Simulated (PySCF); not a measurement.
## Steps of a relaxation of Pb(CH3)F

Pb(CH3)F (singlet; a saddle point, relaxed within its symmetry). PySCF 2.14.0, RKS B3LYP, Pb def2-SVP with ECP60, C def2-SVP, H def2-SVP, F def2-SVP; non-relativistic Hamiltonian with scalar-relativistic core potentials where named; density fitting; no spin-orbit coupling. Origin of the start: template. Columns: position (Å) and force (eV/Å). Energies are counted from the last step; some of the 9 steps are shown. Forces carry noise of the integration grid, about 0.01 to 0.03 eV/Å.

Run from Python with OMP_NUM_THREADS=2. Where DIIS fails, smearing, a level shift and second-order steps follow.
It took 11 s on 2 threads of Intel(R) Xeon(R) 6975P-C (Granite Rapids), with other jobs on the host, from the converged density of the start.

```xyz
6
step 0  E = 0.679 eV
Pb    0.0071    0.0000   -0.1298     0.68    0.00   -1.81
C     2.2183    0.0000    0.8599    -0.90    0.00    0.69
H     2.9697    0.0000    0.0702     0.02    0.00   -0.54
H     2.3400    0.8900    1.4772     0.18    0.28    0.33
H     2.3400   -0.8900    1.4772     0.18   -0.28    0.33
F    -1.8847    0.0000    0.7168    -0.15    0.00    0.99
```

```xyz
6
step 3  E = 0.061 eV
Pb    0.1065    0.0000   -0.4853    -0.12    0.00    0.52
C     2.0562    0.0000    0.8698     0.07    0.00   -0.26
H     2.8546    0.0000    0.0992     0.01    0.00    0.21
H     2.1899    0.8960    1.5060    -0.18   -0.08   -0.12
H     2.1899   -0.8960    1.5060    -0.18    0.08   -0.12
F    -1.4067    0.0000    0.9760     0.40    0.00   -0.24
```

```xyz
6
step 5  E = 0.005 eV
Pb    0.1388    0.0000   -0.5106    -0.19    0.00    0.10
C     2.0295    0.0000    0.8201     0.29    0.00    0.00
H     2.9149    0.0000    0.1542    -0.07    0.00    0.16
H     2.0663    0.8928    1.4705    -0.05   -0.05   -0.07
H     2.0663   -0.8928    1.4705    -0.05    0.05   -0.07
F    -1.2254    0.0000    1.0669     0.08    0.00   -0.12
```

Where does the relaxation end?

It converges at step 8 in Cs:
```xyz
6
step 8  E = 0
Pb    0.1280    0.0000   -0.5125
C     2.0395    0.0000    0.8064
H     2.9481    0.0000    0.1830
H     2.0371    0.8921    1.4536
H     2.0371   -0.8921    1.4536
F    -1.1994    0.0000    1.0875
```

How did the contacts change?


| contact | start (Å) | end (Å) |
| --- | --- | --- |
| Pb1–C2 (CH3) | 2.423 | 2.322 |
| Pb1–F6 (F) | 2.073 | 2.079 |
